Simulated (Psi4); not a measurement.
AlF₂ (SMILES [F][Al][F]), doublet, at a GFN2-xTB geometry (such geometries of metal compounds can be far from the true shape); CCSD(T)/cc-pVTZ (Psi4).

Input for Psi4:
```
memory 2 GB

molecule {
0 2
Al   -0.00451449    0.34922303    0.00195349
F     1.55484400   -0.23215983   -0.00125071
F    -1.54832307   -0.27227344   -0.00157100
}

set {
  basis cc-pvtz
  reference uhf
  freeze_core true
}

energy('ccsd(t)')
print_variables()
```

It wrote (shortened):

```
   => Loading Basis Set <=

    Name: CC-PVTZ
    Role: ORBITAL
    Keyword: BASIS

         ---------------------------------------------------------
                                   SCF
               by Justin Turney, Rob Parrish, Andy Simmonett
                          and Daniel G. A. Smith
                              UHF Reference
         ---------------------------------------------------------

  ==> Geometry <==

    Molecular point group: cs
    Full point group: Cs

    Geometry (in Angstrom), charge = 0, multiplicity = 2:

       Center              X                  Y                   Z               Mass
    ------------   -----------------  -----------------  -----------------  -----------------
         AL           0.351704003183     0.004546490991     0.000000000000    26.981538530000
         F           -0.229687684475    -1.554811999754     0.000000000000    18.998403162730
         F           -0.269802458551     1.548355071727     0.000000000000    18.998403162730

  Running in cs symmetry.

  Rotational constants: A =      2.95312  B =      0.18426  C =      0.17344 [cm^-1]
  Rotational constants: A =  88532.30027  B =   5523.91784  C =   5199.49838 [MHz]
  Nuclear repulsion =   88.217505411874839

  Charge       = 0
  Multiplicity = 2
  Electrons    = 31
  Nalpha       = 16
  Nbeta        = 15

  ==> Algorithm <==

  SCF Algorithm Type is PK.
  DIIS enabled.
  MOM disabled.
  Fractional occupation disabled.
  Guess Type is SAD.
  Energy threshold   = 1.00e-08
  Density threshold  = 1.00e-08
  Integral threshold = 1.00e-12

  ==> Primary Basis <==

  Basis Set: CC-PVTZ
    Blend: CC-PVTZ
    Number of shells: 32
    Number of basis functions: 94
    Number of Cartesian functions: 109
    Spherical Harmonics?: true
    Max angular momentum: 3

  ==> Integral Setup <==

  Using in-core PK algorithm.
   Calculation information:
      Number of atoms:                   3
      Number of AO shells:              32
      Number of primitives:            112
      Number of atomic orbitals:       109
      Number of basis functions:        94

      Integral cutoff                 1.00e-12
      Number of threads:                 1

  Performing in-core PK
  Using 19940690 doubles for integral storage.
  We computed 126313 shell quartets total.
  Whereas there are 139656 unique shell quartets.

  ==> DiskJK: Disk-Based J/K Matrices <==

    J tasked:                  Yes
    K tasked:                  Yes
[...]
  @UHF Final Energy:  -440.99824075425215
    Total Energy =                       -440.9982407542521514
[...]
      7   6  60  61        -0.0126511990
      7   7  59  61        -0.0123451183
      8   6  59  61        -0.0121682488
      7   6  50  51        -0.0121142941

    SCF energy       (wfn)                    = -440.998240754252151
    Reference energy (file100)                = -440.998240754248513

    Opposite-spin MP2 correlation energy      =   -0.413307935722607
    Same-spin MP2 correlation energy          =   -0.150236652738414
    Singles MP2 correlation energy            =   -0.000000000000000
    MP2 correlation energy                    =   -0.563544588461021
      * MP2 total energy                      = -441.561785342709527

    Opposite-spin CCSD correlation energy     =   -0.428173422719275
    Same-spin CCSD correlation energy         =   -0.133440302080659
    Singles CCSD correlation energy           =   -0.000000000000000
    CCSD correlation energy                   =   -0.561613724799934
      * CCSD total energy                     = -441.559854479048454

            **************************
            *                        *
            *        CCTRIPLES       *
            *                        *
            **************************

    Wave function   =    CCSD_T
    Reference wfn   =      UHF

    Nuclear Rep. energy (wfn)                =   88.217505411874839
    SCF energy          (wfn)                = -440.998240754252151
    Reference energy    (file100)            = -440.998240754248513
    CCSD energy         (file100)            =   -0.561613724799934
    Total CCSD energy   (file100)            = -441.559854479048454

    Number of ijk index combinations:
    Spin Case AAA:                                  84
    Spin Case BBB:                                  56
    Spin Case AAB:                                 288
    Spin Case ABB:                                 252
    AAA (T) energy                             =   -0.000502996580165
    BBB (T) energy                             =   -0.000391122554047
    AAB (T) energy                             =   -0.008253851319070
    ABB (T) energy                             =   -0.007574043485100
    (T) energy                                   =   -0.016722013938381
      * CCSD(T) total energy                     = -441.576576492986817

  Variable Map:
  ----------------------------------------------------------------------------
[...]
  Array Variable Map:
  ----------------------------------------------------------------------------
[...]
[...]
```
